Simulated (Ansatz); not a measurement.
BF₃H₂Se. The species carries charge 0 and has multiplicity 1. Correlated methods include outer-core shells of Se, which these sets cover unevenly. Scalar relativity is left out up to krypton. The bonds changed during the relaxation, so this is another structure than the one it started from.

| atom | x (Å) | y (Å) | z (Å) |
| --- | --- | --- | --- |
| F1 | 0.2165 | 2.0011 | 0.0437 |
| B2 | -0.5661 | 1.0940 | -0.5015 |
| F3 | -0.2007 | 0.5061 | -1.6223 |
| F4 | -1.7875 | 0.9200 | -0.0426 |
| Se5 | 0.5597 | -1.1331 | 1.2367 |
| H6 | 1.8135 | -1.2001 | 0.4776 |
| H7 | -0.0355 | -2.1880 | 0.4085 |

(1) Give the diagnostics of a CCSD(T)/def2-TZVPP run (frozen core, the Gaussian-basis code of Ansatz). (Best estimate.)

## Answers

(1) Computed: T1 = 0.0107, largest single amplitude 0.025, largest double 0.049, (T) share of the correlation energy 2.9 %, 8 CCSD cycles. The RHF solution is stable towards an unrestricted one. T1 lies under the customary mark of 0.02 for closed shells.
